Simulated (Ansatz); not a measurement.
Start from `O/C=[N]/[ZnH]` and change one atom or group to get `O/C=N/[SiH3]`.

Ansatz, PBE0-D4/def2-TZVP geometries, multiplicity 1. Each molecule was computed in one conformer, which needn't be the lowest.

Scalar relativity is left out up to krypton.

```
                                                                                  property  `O/C=[N]/[ZnH]`
                                                   HOMO–LUMO gap (ωB97M-V/def2-TZVPP) / eV            10.07
                                                       LUMO energy (B3LYP/def2-TZVPP) / eV            -0.87
                                                     LUMO energy (ωB97M-V/def2-TZVPP) / eV             0.89
                                                     HOMO–LUMO gap (B3LYP/def2-TZVPP) / eV             5.82
                                        size of the dipole moment (ωB97M-V/def2-TZVPP) / D             0.62
ideal-gas entropy at 298 K and 1 bar (rigid rotor, harmonic PBE0-D4/def2-TZVP) / J/(mol·K)              308
```

Problem. Give the same properties after the change, and the shifts. (Best estimate.)

Solution. Ansatz gave: 
| property | `O/C=N/[SiH3]` | shift |
| --- | --- | --- |
| HOMO–LUMO gap (ωB97M-V/def2-TZVPP) / eV | 12.25 | 2.18 |
| LUMO energy (B3LYP/def2-TZVPP) / eV | -0.39 | 0.48 |
| LUMO energy (ωB97M-V/def2-TZVPP) / eV | 2.12 | 1.23 |
| HOMO–LUMO gap (B3LYP/def2-TZVPP) / eV | 7.19 | 1.37 |
| size of the dipole moment (ωB97M-V/def2-TZVPP) / D | 0.62 | 0.00 |
| ideal-gas entropy at 298 K and 1 bar (rigid rotor, harmonic PBE0-D4/def2-TZVP) / J/(mol·K) | 306 | -2 |

With PBE0 the HOMO falls by 0.92 eV and the LUMO rises by 0.46 eV, so the gap widens by about 1.38 eV. PBE moves the HOMO by -0.78 eV and ωB97M-V by -0.95 eV. The zero-point energy changes by 51.2 kJ/mol with +6 modes. Dipoles are sizes alone; their direction can turn.

B3LYP here is the variant with VWN-RPA as its local correlation; programs differ in this.
